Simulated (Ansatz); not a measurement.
Zr4O8. Total charge 0; singlet. Geometry PBE-D4/def2-SVP; atoms count from 1.

```xyz
12

Zr    0.709   -0.384    0.158
Zr    0.222    2.365   -1.543
Zr    1.886   -3.146    0.027
Zr   -1.911    1.617    0.491
O     1.045   -4.358    1.008
O    -3.685    1.718    0.659
O    -0.767    0.165    1.329
O    -1.079    0.987   -1.400
O     1.581    1.281   -0.745
O    -0.639    3.251   -0.120
O     0.548   -2.031   -0.942
O     2.090   -1.464    1.078
```

In the def2 sets Zr takes a core potential; there is no spin–orbit coupling. No other spin state of charge 0 was run. Another isomer (singlet) lies 0.76 eV lower at PBE0-D4/def2-TZVP; other spin states weren't run for this one.

Estimate the Mulliken populations from the PBE0/def2-TZVP orbitals of Ansatz.


```json
{"atom": "Zr1", "charge (e)": "1.58", "d electrons": "1.79"}
{"atom": "Zr2", "charge (e)": "1.50", "d electrons": "2.05"}
{"atom": "Zr3", "charge (e)": "1.40", "d electrons": "2.17"}
{"atom": "Zr4", "charge (e)": "1.43", "d electrons": "2.01"}
{"atom": "O5", "charge (e)": "-0.61", "d electrons": "–"}
{"atom": "O6", "charge (e)": "-0.65", "d electrons": "–"}
{"atom": "O7", "charge (e)": "-0.81", "d electrons": "–"}
{"atom": "O8", "charge (e)": "-0.76", "d electrons": "–"}
{"atom": "O9", "charge (e)": "-0.78", "d electrons": "–"}
{"atom": "O10", "charge (e)": "-0.73", "d electrons": "–"}
{"atom": "O11", "charge (e)": "-0.78", "d electrons": "–"}
{"atom": "O12", "charge (e)": "-0.78", "d electrons": "–"}
```
Mulliken values and Mayer orders depend strongly on the basis.

And the Mayer bond orders between bonded heavy atoms (over 0.3)?

Zr1–O7 1.02 (1.96 Å); Zr1–O9 0.68 (2.08 Å); Zr1–O11 0.94 (1.99 Å); Zr1–O12 0.97 (1.98 Å); Zr2–O8 1.25 (1.90 Å); Zr2–O9 1.20 (1.91 Å); Zr2–O10 1.35 (1.88 Å); Zr3–O5 2.05 (1.77 Å); Zr3–O11 0.94 (1.99 Å); Zr3–O12 0.91 (1.99 Å); Zr4–O6 2.01 (1.78 Å); Zr4–O7 0.83 (2.03 Å); Zr4–O8 0.51 (2.16 Å); Zr4–O10 0.56 (2.16 Å).
